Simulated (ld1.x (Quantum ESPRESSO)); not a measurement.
**Logarithmic derivatives: Cr (Z = 24), TM**

| Quantity | Value |
| --- | --- |
| Element | Cr (Z = 24) |
| Generator | ld1.x (Quantum ESPRESSO) 7.5 |
| Type | norm-conserving Troullier–Martins (Kleinman–Bylander form) |
| Functional | PBE |
| Relativity | scalar-relativistic |
| Frozen core | [Ne] 3s2 |
| Valence charge | 12 |
| Reference configuration | 3p6 3d5 4s0 4p0 (charge +1) |
| Partial waves | 4s (bound, empty): rc 2.75 bohr; 3d (bound): rc 1.90 bohr; 3p (bound): rc 1.05 bohr |
| Local potential | the p channel |
| Core correction | none |

The phase is arctan(r·u′/u) with u = r·R(r), unwrapped; energies in Ry, scanned from -6 to 5 Ry. A pole is an energy at which the radial function vanishes at the test radius. The pseudo phase is shifted by a multiple of π to meet the all-electron one at the reference energy, and phase errors are pseudo minus all-electron; the curves can meet again beyond the range given. Levels narrower than the energy grid can be missing from the lists of poles. n/a: not evaluated, since a narrow level or a reset projector energy made the automatic matching unsafe.

| channel | radius (bohr) | reference energy (Ry) | poles, all-electron | poles, pseudo | unbroken range about the reference energy with phases within 0.05 rad | phase error 1 Ry above the reference energy (rad) |
| --- | --- | --- | --- | --- | --- | --- |
| s | 3.01 | -0.73 | 0.52 | -4.91, 0.49, 4.95 | n/a | n/a |
| p | 3.01 | -3.86 | -3.84, 1.32 | -3.84, 1.31 | below 3.6 | -0.000 |
| d | 3.01 | -0.73 | -0.61, 2.74 | -0.61, 2.92 | below 0.6 | +0.014 |

Note: ghost state, extra bound levels that the all-electron valence spectrum of the same l lacks: s at -66.9 eV. A true bound ghost makes a file unfit for plane-wave use.

Phases in the p channel:

| E (Ry) | all-electron | pseudo |
| --- | --- | --- |
| -6.00 | 1.424 | 1.424 |
| -5.74 | 1.421 | 1.421 |
| -5.48 | 1.416 | 1.416 |
| -5.22 | 1.411 | 1.411 |
| -4.96 | 1.406 | 1.406 |
| -4.70 | 1.400 | 1.400 |
| -4.44 | 1.393 | 1.393 |
| -4.18 | 1.382 | 1.382 |
| -3.92 | 1.333 | 1.332 |
| -3.66 | -1.752 | -1.752 |
| -3.40 | -1.770 | -1.770 |
| -3.14 | -1.783 | -1.783 |
| -2.88 | -1.797 | -1.797 |
| -2.62 | -1.813 | -1.813 |
| -2.36 | -1.832 | -1.832 |
| -2.10 | -1.856 | -1.856 |
| -1.84 | -1.887 | -1.887 |
| -1.58 | -1.929 | -1.929 |
| -1.32 | -1.989 | -1.989 |
| -1.06 | -2.085 | -2.085 |
| -0.80 | -2.256 | -2.258 |
| -0.54 | -2.620 | -2.625 |
| -0.28 | -3.356 | -3.366 |
| -0.02 | -4.032 | -4.039 |
| 0.24 | -4.350 | -4.354 |
| 0.50 | -4.506 | -4.509 |
| 0.76 | -4.598 | -4.600 |
| 1.02 | -4.660 | -4.662 |
| 1.28 | -4.706 | -4.708 |
| 1.54 | -4.745 | -4.747 |
| 1.80 | -4.780 | -4.782 |
| 2.06 | -4.814 | -4.816 |
| 2.32 | -4.850 | -4.853 |
| 2.58 | -4.891 | -4.896 |
| 2.84 | -4.944 | -4.951 |
| 3.10 | -5.017 | -5.029 |
| 3.36 | -5.133 | -5.155 |
| 3.62 | -5.351 | -5.399 |
| 3.88 | -5.839 | -5.955 |
| 4.14 | -6.673 | -6.792 |
| 4.40 | -7.213 | -7.269 |
| 4.66 | -7.451 | -7.480 |
| 4.92 | -7.573 | -7.591 |
